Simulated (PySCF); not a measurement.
# Arsenic: a sound run and one with changed settings

Sound run: As [Ar] 3d10 4s2 4p3, As+ [Ar] 3d10 4s2 4p2. Computed with PySCF 2.14 in cc-pVTZ-PP with ECP10MDF (5s4p3d1f, 39 functions), with scalar relativity through the core potential. In the sound run the correlated levels freeze 3s2 3p6 3d10 outside the core potential. The sound run starts from symmetry-adapted Hartree-Fock orbitals and uses a fine grid where one is needed.

A second run was set up differently.

```csv
species,method,sound run (hartree),changed run (hartree),converged
As,MP2,-331.28157,-331.38171,yes
As+,MP2,-330.91787,-331.01527,yes
```

Ionisation energy of As:

```tsv
method	sound run (eV)	changed run (eV)
UHF	9.424	9.424
MP2	9.897	9.971
SCS-MP2	9.751	9.800
```

**Question.** What was changed?
A. too few SCF iterations
B. all electrons correlated in a valence basis
C. minimal basis
D. level shift left on

**Answer.** B. A valence basis has no tight correlating functions, so it recovers only part of the core correlation, and not evenly between atom and ion.
